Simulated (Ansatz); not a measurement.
**Breaking a bond in SnH3O (SMILES [OH][SnH2])**

SnH3O: 5 atoms, total charge 0, spin state doublet. As SMILES, `[OH][SnH2]`. The coordinates come from a PBE0-D4/def2-TZVP relaxation. This is one conformer, not always the lowest.

```xyz
5

O     0.7074   -0.7329    0.8619
Sn    0.1045    0.3088   -0.7055
H     0.3686   -1.6313    0.8732
H    -1.6068    0.0613   -0.8459
H     0.4763    1.9204   -0.2249
```

The Sn2–H5 distance is scanned; the parts on either side stay rigid. Basis STO-3G, 19 core orbitals frozen in the correlated methods; program Ansatz 0.2.0. FCI is exact within this basis and core. Energies in eV from each method's value at 1.722 Å; open shells run as named. The shape above is that at 1.722 Å.

| distance (Å) | USVWN5 | UPBE | UHSE06 | UBCCD(T) | UCCSDT(Q) | FCI |
| --- | --- | --- | --- | --- | --- | --- |
| 1.722 | 0.00 | 0.00 | 0.00 | 0.00 | 0.00 | 0.00 |
| 2.153 | 1.25 | 1.16 | 1.29 | 1.19 | 1.18 | 1.18 |
| 2.583 | 2.87 | 2.71 | 2.96 | 2.71 | 2.70 | 2.70 |
| 3.445 | 4.21 | 3.83 | 3.88 | 3.50 | 3.50 | 3.50 |
| 4.306 | 4.30 | 3.87 | 3.91 | 3.51 | 3.50 | 3.51 |

Departure from the FCI curve at its largest: USVWN5 +0.79 eV at 4.31 Å; UPBE +0.36 eV at 4.31 Å; UHSE06 +0.40 eV at 4.31 Å; UBCCD(T) +0.02 eV at 2.58 Å; UCCSDT(Q) -0.01 eV at 4.31 Å. For the functionals part of the departure is owed to the small basis.
